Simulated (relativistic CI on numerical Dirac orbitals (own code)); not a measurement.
# Line list: Electric-dipole lines, K¹⁵⁺

Method of calculation: Dirac-Coulomb-Breit CI, orbitals from a KLI potential per configuration, model QED (radiative potential, 1s self-energy scaled to tabulated hydrogen-like ionisation energies), unscaled Slater integrals (own radial code, finite nucleus).

Configuration list (outside the closed core 1s2): 2s2, 2s 2p, 2p2, 2p 3s, 2p 3p, 2s 3s, 2s 3p, 2s 3d, 2s 4s, 2s 4p, 2s 4d, 2s 4f, 3s2, 3s 3p, 3p2. Levels of other configurations are missing.

| λ vac (Å) | Lower | Upper | A (s⁻¹) | log gf | S velocity/length |
| --- | --- | --- | --- | --- | --- |
| 16.633 | 2s2 1S_0 [1] | 2s 4p 1P°_1 [40] | 1.40e+12 | -0.76 | 0.96 |
| 17.310 | 2s 2p 3P°_1 [3] | 2s 4d 3D_2 [42] | 1.28e+12 | -0.54 | 0.97 |
| 17.373 | 2s 2p 3P°_2 [4] | 2s 4d 3D_3 [43] | 1.70e+12 | -0.27 | 0.97 |
| 18.022 | 2s 2p 1P°_1 [5] | 2s 4d 1D_2 [47] | 1.74e+12 | -0.37 | 0.97 |
| 21.602 | 2s 2p 3P°_2 [4] | 2p 3p 3P_2 [32] | 1.33e+12 | -0.33 | 0.96 |
| 21.631 | 2s 2p 3P°_2 [4] | 2p 3p 3P_1 [31] | 1.36e+12 | -0.54 | 0.97 |
| 21.748 | 2s 2p 3P°_2 [4] | 2p 3p 3D_3 [28] | 9.36e+11 | -0.33 | 0.99 |
| 21.752 | 2s 2p 3P°_1 [3] | 2p 3p 3D_2 [27] | 8.15e+11 | -0.54 | 0.98 |
| 21.875 | 2s2 1S_0 [1] | 2s 3p 3P°_1 [15] | 1.26e+12 | -0.57 | 0.96 |
| 21.910 | 2s2 1S_0 [1] | 2s 3p 1P°_1 [13] | 1.65e+12 | -0.45 | 0.96 |
| 22.522 | 2s 2p 1P°_1 [5] | 2p 3p 1D_2 [33] | 2.35e+12 | -0.05 | 0.94 |
| 22.793 | 2s 2p 3P°_0 [2] | 2s 3d 3D_1 [17] | 3.21e+12 | -0.12 | 0.98 |
| 22.835 | 2s 2p 3P°_1 [3] | 2s 3d 3D_2 [18] | 4.29e+12 | 0.22 | 0.98 |
| 22.841 | 2s 2p 3P°_1 [3] | 2s 3d 3D_1 [17] | 2.39e+12 | -0.25 | 0.98 |
| 22.938 | 2s 2p 3P°_2 [4] | 2s 3d 3D_3 [19] | 5.64e+12 | 0.49 | 0.98 |
| 22.947 | 2s 2p 3P°_2 [4] | 2s 3d 3D_2 [18] | 1.41e+12 | -0.25 | 0.98 |
| 23.903 | 2s 2p 1P°_1 [5] | 2s 3d 1D_2 [20] | 4.00e+12 | 0.23 | 0.97 |
| 64.123 | 2s 3s 3S_1 [11] | 2s 4p 3P°_2 [39] | 1.77e+11 | -0.26 | 1.06 |
| 67.434 | 2s 3p 1P°_1 [13] | 2s 4d 1D_2 [47] | 2.21e+11 | -0.12 | 1.01 |
| 67.766 | 2s 3p 3P°_1 [15] | 2s 4d 1D_2 [47] | 1.95e+11 | -0.17 | 1.01 |
| 68.189 | 2s 3p 1P°_1 [13] | 2s 4d 3D_2 [42] | 1.66e+11 | -0.24 | 0.99 |
| 68.263 | 2s 3p 3P°_0 [14] | 2s 4d 3D_1 [41] | 2.57e+11 | -0.27 | 0.99 |
| 68.528 | 2s 3p 3P°_1 [15] | 2s 4d 3D_2 [42] | 1.81e+11 | -0.20 | 0.99 |
| 68.628 | 2s 3p 3P°_2 [16] | 2s 4d 3D_3 [43] | 4.63e+11 | 0.36 | 0.99 |
| 70.690 | 2s 3d 3D_1 [17] | 2s 4f 3F°_2 [44] | 7.82e+11 | 0.47 | 0.99 |
| 70.738 | 2s 3d 3D_2 [18] | 2s 4f 3F°_3 [45] | 8.25e+11 | 0.64 | 0.99 |
| 70.815 | 2s 3d 3D_3 [19] | 2s 4f 3F°_4 [46] | 9.33e+11 | 0.80 | 0.99 |
| 73.113 | 2s 3d 1D_2 [20] | 2s 4f 1F°_3 [48] | 8.92e+11 | 0.70 | 0.99 |
| 200.68 | 2s2 1S_0 [1] | 2s 2p 1P°_1 [5] | 1.10e+10 | -0.70 | 0.88 |
| 247.33 | 2s 2p 3P°_2 [4] | 2p2 3P_2 [8] | 5.97e+09 | -0.56 | 0.79 |

Terms are leading LS components. Brackets give the number of a level in order of energy, since labels repeat. The list gives strong lines, with weight on those to low levels, among the lowest 48 of 58 levels, so that lines to higher ones, which can be the strongest, are missing. Levels whose partners in the same complex of configurations lie outside the list can be far off, and so can their lines. Rates are taken at the computed energies, electric ones in the length gauge. A velocity-to-length ratio far from 1 marks an uncertain rate.

At this charge energies of transitions that change n are usually good to better than 1 %, and those within a shell (Δn = 0) to a few per cent.

LS names give the leading component of a level, which can be under half, so a name can repeat, a term be missing and a line seem to break the LS rules.
